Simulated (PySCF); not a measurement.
Job file and geometry (Å, from GFN2-xTB) of an NMR shielding run on `C=C[C@@]1(C#N)COB(O)O1`, C5H6BNO3, GIAO PBE0/pcSseg-1 NMR shielding, non-relativistic, gas phase (PySCF); density fitting, a coarse starting grid and PySCF grid level 2 are the driver's defaults:

```
$ OMP_NUM_THREADS=1 python probes_run.py task.json out

{"job": {"kind": "nmr", "xc": "PBE0", "basis": "pcSseg-1"}, "charge": 0, "multiplicity": 1}
C     -2.257427    -0.702023    -0.357256
C     -1.574115     0.189935     0.331570
C     -0.154752     0.590621    -0.000664
C     -0.149115     2.015346    -0.308860
N     -0.147364     3.135930    -0.529720
C      0.832856     0.291442     1.181945
O      1.803606    -0.563219     0.638060
B      1.504175    -0.794296    -0.692615
O      2.214607    -1.576702    -1.509975
O      0.372548    -0.135377    -1.095450
H     -3.264271    -0.970675    -0.090034
H     -1.822791    -1.190771    -1.212553
H     -1.985449     0.709038     1.186303
H      0.319332    -0.216127     2.005118
H      1.314198     1.202096     1.553050
H      2.986362    -1.976278    -1.110331
```

Question: What does the program print?

Answer: 
```
coarse grid: 14560 points
cycle   1  E = -498.5984985175  dE =  1.860e+00  |g| = 1.055e+00  |ddm| = 3.746e+00
cycle   2  E = -498.2302665344  dE =  3.682e-01  |g| = 1.740e+00  |ddm| = 2.054e+00
cycle   3  E = -498.7802445067  dE = -5.500e-01  |g| = 3.398e-01  |ddm| = 1.500e+00
cycle   4  E = -498.8034685367  dE = -2.322e-02  |g| = 9.521e-02  |ddm| = 2.735e-01
cycle   5  E = -498.8051809221  dE = -1.712e-03  |g| = 2.477e-02  |ddm| = 7.950e-02
cycle   6  E = -498.8053108692  dE = -1.299e-04  |g| = 8.519e-03  |ddm| = 2.622e-02
cycle   7  E = -498.8053262405  dE = -1.537e-05  |g| = 2.047e-03  |ddm| = 7.046e-03
cycle   8  E = -498.8053271836  dE = -9.431e-07  |g| = 4.023e-04  |ddm| = 1.666e-03
final grid: 144096 points
cycle   9  E = -498.8944704850  dE = -4.220e-05  |g| = 1.146e-02  |ddm| = 3.208e-02
cycle  10  E = -498.8944515345  dE =  1.895e-05  |g| = 1.561e-02  |ddm| = 1.825e-02
cycle  11  E = -498.8944946308  dE = -4.310e-05  |g| = 1.165e-03  |ddm| = 1.082e-02
cycle  12  E = -498.8944949035  dE = -2.727e-07  |g| = 3.644e-04  |ddm| = 1.140e-03
cycle  13  E = -498.8944949251  dE = -2.160e-08  |g| = 1.934e-04  |ddm| = 3.616e-04
cycle  14  E = -498.8944949325  dE = -7.389e-09  |g| = 7.499e-05  |ddm| = 1.728e-04
cycle  15  E = -498.8944949336  dE = -1.114e-09  |g| = 1.627e-05  |ddm| = 5.864e-05
cycle  16  E = -498.8944949337  dE = -5.400e-11  |g| = 4.690e-06  |ddm| = 1.529e-05
converged SCF energy = -498.8944949337

GIAO shielding tensors (ppm)
atom      isotropic    diamagn.    paramagn.     s11        s22        s33       span
  0 C       63.259     253.445    -190.185    -52.114     62.086    179.806    231.920
  1 C       43.325     255.692    -212.367    -74.134     63.875    140.232    214.366
  2 C      110.381     242.020    -131.639     80.875    105.441    144.828     63.953
  3 C       63.263     262.208    -198.945    -57.994    -49.846    297.630    355.624
  4 N      -39.811     339.930    -379.741   -205.087   -174.774    260.427    465.514
  5 C      106.170     246.897    -140.727     77.225    100.924    140.359     63.134
  6 O      238.252     394.214    -155.962    129.520    244.117    341.120    211.599
  7 B       78.280     199.659    -121.379     67.047     70.145     97.648     30.601
  8 O      263.534     384.250    -120.716    184.594    296.232    309.777    125.183
  9 O      219.594     393.890    -174.296    142.809    237.301    278.672    135.862
 10 H       25.890      27.877      -1.987     23.369     25.110     29.191      5.822
 11 H       25.474      31.128      -5.654     22.065     23.644     30.713      8.648
 12 H       25.751      30.779      -5.028     24.145     24.808     28.299      4.153
 13 H       27.450      30.479      -3.029     23.491     27.313     31.546      8.055
 14 H       26.942      29.823      -2.881     23.459     26.620     30.747      7.287
 15 H       27.956      29.755      -1.799     20.732     23.837     39.299     18.567
```

Size and cost of the density-fitted run: 200 basis functions, 42 s wall time on 1 thread of an Arm Neoverse V1, shared host; peak memory 0.88 GiB.
